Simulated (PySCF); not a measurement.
**Interval between two levels of W²⁺ by level of theory**

W²⁺ [Xe] 4f14 5d4 [5D4, M_J = 4] → W²⁺ [Xe] 4f14 5d3 6s1 [5F5, M_J = 5], as a difference of total energies. All numbers are calculated (PySCF 2.14, the two-component X2C-1e Hamiltonian, in x2c-SVPall-2c with one added diffuse shell each of s, d type (8s9p10d2f, 99 functions)). "Screened" scales the spin-orbit matrix elements by Boettger's factors to mimic the two-electron term; Breit and QED terms are absent.

| method | interval between two levels (cm⁻¹) |
| --- | --- |
| GHF (spin-free) | 11975 |
| GHF (screened spin-orbit) | 13271 |

The labels give the starting determinants; with spin-orbit coupling the two ends relaxed to ⟨J²⟩ = 20.04, ⟨L²⟩ = 6.88, ⟨S²⟩ = 5.64 and ⟨J²⟩ = 30.78, ⟨L²⟩ = 15.20, ⟨S²⟩ = 4.95.

The determinant of the upper state mixes levels of different J (the jj label is only the starting occupation), so the difference between spin-free and spin-orbit rows is not the physical spin-orbit shift.
